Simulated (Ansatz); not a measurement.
`CO[SiH2][AlH2]` → `[CH2]` (triplet) + `O[SiH2][AlH2]` at 298.15 K and 1 bar (formal loss of a carbene).

Calculated with Ansatz (gas phase, PBE0-D4/def2-TZVP geometries, no zero-point term in ΔE). CBS: MP2 limit from def2 TZ/QZ plus the TZ coupled-cluster correction, frozen cores. This one scheme is used for every species. Triplets are unrestricted, without spin–orbit coupling. Each species was taken in one conformer, which may not be the lowest.

| species | CCSD(T)/CBS energy (Eh) | H − E (kJ/mol) | S (J/(mol·K)) |
| --- | --- | --- | --- |
| `CO[SiH2][AlH2]` | -648.52635 | 213.1 | 364.4 |
| `[CH2]` (triplet) | -39.09499 | 55.4 | 195.3 |
| `O[SiH2][AlH2]` | -609.28590 | 134.4 | 323.8 |

H − E and S are ideal-gas, rigid-rotor, harmonic terms from PBE0-D4/def2-TZVP, for one conformer and one mirror image of each species, with the whole ground term of open shells counted as degenerate. 1 Eh = 2625.50 kJ/mol, R = 8.31446 J/(mol·K).

Question: By hand: ΔE, ΔH, ΔS and ΔG.

Answer: ΔE = (-39.09499) + (-609.28590) − (-648.52635) = 0.14546 Eh = 381.9 kJ/mol. Δ(H − E) = 55.4 + 134.4 − 213.1 = -23.3, so ΔH = 358.6 kJ/mol. ΔS = 195.3 + 323.8 − 364.4 = 154.7 J/(mol·K). ΔG = 358.6 − 298.15 × (154.7)/1000 = 312.5 kJ/mol.

Question: By hand: the equilibrium constant, and the temperature at which ΔG would vanish if ΔH and ΔS stayed fixed.

Answer: log₁₀ K = −ΔG/(RT ln 10) = -54.7. ΔG = 0 at ΔH/ΔS = 2318 K.

The number of gas molecules changes by +1, which sets the sign of ΔS. A doubt of 5 kJ/mol in ΔE shifts log₁₀ K by 0.9 here. Other conformers and mirror images would add mixing entropy, several J/(mol·K) or more a flexible species. A triplet takes part, so the spin changes. These are equilibria of isolated gas molecules and say nothing of rates. Largest T1 diagnostic: 0.012 (customary marks: 0.02 for closed shells, 0.045 for open ones).
